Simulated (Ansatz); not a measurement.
The molecule AuO, multiplicity 4 (an upper state: multiplicity 2 came lower at CCSD(T)/def2-TZVPP on PBE0 minima). No spin–orbit coupling. The T1 diagnostic near the minimum is 0.051, so single-reference values are doubtful.

Constants: fifth-degree fit in 1/R to seven points, most abundant isotopes. In def2 and cc sets the state is the lowest found near the PBE0 minimum, followed along R.

The values were computed with Ansatz (a first-principles code).  In def2 rows elements past Kr take small-core potentials, without spin–orbit coupling.

```tsv
level	r_e (Å)	ω_e (cm⁻¹)	ω_e x_e (cm⁻¹)	B_e (cm⁻¹)	dipole (D)
PBE/def2-TZVPP	1.932	526	5.5	0.305	0.06
PBE0/def2-TZVPP	1.925	504	8.3	0.307	0.25
wB97X-V/def2-TZVPP	1.921	503	9.9	0.309	0.27
CCSD/def2-TZVPP	1.927	493	12	0.307	-
CCSD(T)/def2-TZVPP	1.912	564	7.5	0.312	-
```

Correlated levels freeze the inner cores; with def2 sets outer-core shells near the valence are correlated too.

Doubts at one or more of the structures used: T1 above 0.05 (CCSD/def2-TZVPP, CCSD(T)/def2-TZVPP).
